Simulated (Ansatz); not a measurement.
Species: sum formula H3BNO2, net charge 0, doublet state. It need not be the lowest isomer of its formula. SMILES: [NH]B(O)O
Geometry from a B3LYP-D3(BJ)/def2-TZVP (Ansatz, a quantum-chemistry and plane-wave program) optimisation:
```
B
O 1 1.3718
H 2 0.9613 1 116.06
O 1 1.3718 2 125.35 3 1.37
H 4 0.9613 1 116.06 2 -1.37
N 1 1.4519 2 117.26 3 -174.58
H 6 1.0194 1 116.39 2 -91.86
```
Charge 0, spin multiplicity 2.

Property: atomisation energy (electronic, to ground-state atoms), in kJ/mol. Correlated levels leave the core frozen unless marked. UHF or UKS for open shells. Spin-orbit coupling is left out. Non-relativistic unless marked X2C. The coupled-cluster limit lacks core correlation, which all-electron functionals hold. CBS(X,Y): correlation extrapolated as X^-3; Hartree-Fock from the larger set.

```json
[
 {"level": "HF/aug-cc-pVTZ", "program": "Ansatz", "atomisation energy (kJ/mol)": "1938.7"},
 {"level": "PBE-D3(BJ)/def2-TZVPD", "program": "Ansatz + dftd3", "atomisation energy (kJ/mol)": "2864.0"},
 {"level": "revPBE/def2-TZVPD", "program": "Ansatz", "atomisation energy (kJ/mol)": "2738.2"},
 {"level": "r2SCAN-D4/def2-TZVPD", "program": "Ansatz + dftd4", "atomisation energy (kJ/mol)": "2794.9"}
]
```

Q: Predict the CCSD(T)/CBS(aug-cc-pVTZ,aug-cc-pVQZ) result (Ansatz).

A: 2776.0 kJ/mol
